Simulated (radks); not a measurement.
Problem. These are the eigenvalues of the occupied orbitals of an atom or ion with whole-number occupations (eV). Calculated with a radial shooting solver on a logarithmic mesh with Libxc functionals: Dirac Kohn-Sham, PBE, spin-unpolarised, spherical densities, point nucleus.

orbital  eigenvalue
1s1/2     -39041.85
2s1/2     -9287.290
2p1/2     -9126.141
2p3/2     -8753.714

Which element is it, and in what charge state? The configuration may be excited. Open shells, if any, are shared by 2j + 1.

Solution. Z = 54, xenon, charge +49: Xe49+ in [He] 2s2 2p1. The list shows which subshells hold electrons but not how many an open one holds; the 1s level, -1434.8 hartree, gives Z - s = 53.6 by -(Z - s)^2/2, which with screening and relativity narrows Z to a few neighbours, and the depths of the outer levels then fix element, charge and occupations together.
